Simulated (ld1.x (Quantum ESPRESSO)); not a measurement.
**Which change was made? (Sn, TM semilocal)**

- Element: Sn
- Generator: ld1.x (Quantum ESPRESSO) 7.5
- Type: norm-conserving Troullier–Martins (semilocal form)
- Functional: PBEsol
- Relativity: scalar-relativistic
- Frozen core: [Kr] 4d10
- Valence charge: 4
- Reference configuration: 5s2 5p1 (charge +1)
- Partial waves: 5s (bound): rc 1.70 bohr; 5p (bound): rc 1.80 bohr
- Local potential: the p channel
- Core correction: a·sin(br)/r model core, default radius (core density twice the valence density)

Cutoffs, loose and tight: the cutoffs (Ry, on a coarse ladder) from which the occupation-weighted sum of valence levels, in a spherical-Bessel basis at the reference potential, stays within 10 and 1 mRy of its value at 400 Ry. They do not see the model core or the augmentation charge, which bear on the density cutoff. Test errors are all-electron minus pseudo excitation energies from the reference, over the configurations 5s2 5p2; 5s2 5p0; 5s1 5p0; 5s2 5p2.3; 5s2 5p1.5; 5s0 5p4; 5s1 5p3; variants that change the core or the reference have their own tests. The largest error is taken over the tests solved by every variant that gives reliable tests at all, those not shown here included: 5s1 5p0; 5s1 5p3; 5s2 5p0; 5s2 5p1.5; 5s2 5p2; 5s2 5p2.3.

The base gives: outcome: generated; cutoff, loose: 30 Ry; cutoff, tight: 60 Ry; bound ghosts: none; largest test error (meV): -275.

Q: After one change the result is: outcome: generated; cutoff, loose: 40 Ry; cutoff, tight: 90 Ry; bound ghosts: none; largest test error (meV): -276. Which change was it?
A. all radii but the core radius scaled by about 0.77 (s 1.30, p 1.38 bohr)
B. type RRKJ, which also changes the form from semilocal to separable; local potential the s channel; rho0 0.01
C. reference 5s2 5p2
D. all radii but the core radius scaled by about 0.96 (s 1.64, p 1.72 bohr)
E. wave 5p (bound): rc 1.80 bohr becomes 5p (bound): rc 2.42 bohr

A: D. The others give: type RRKJ, which also changes the form from semilocal to separable; local potential the s channel; rho0 0.01 → outcome: generated; cutoff, loose: 30 Ry; cutoff, tight: 55 Ry; bound ghosts: d; largest test error (meV): -275 | wave 5p (bound): rc 1.80 bohr becomes 5p (bound): rc 2.42 bohr → outcome: generated; cutoff, loose: 25 Ry; cutoff, tight: 55 Ry; bound ghosts: none; largest test error (meV): -267 | reference 5s2 5p2 → outcome: generated; cutoff, loose: 30 Ry; cutoff, tight: 60 Ry; bound ghosts: none; largest test error (meV): -375 | all radii but the core radius scaled by about 0.77 (s 1.30, p 1.38 bohr) → outcome: generated; cutoff, loose: 140 Ry; cutoff, tight: over 300 Ry; bound ghosts: s, p (extra level of the local part); largest test error (meV): +43. In the semilocal form every listed channel keeps its own potential, so the choice of the local channel does not act on these tests. It acts once the file is put into the separable form.
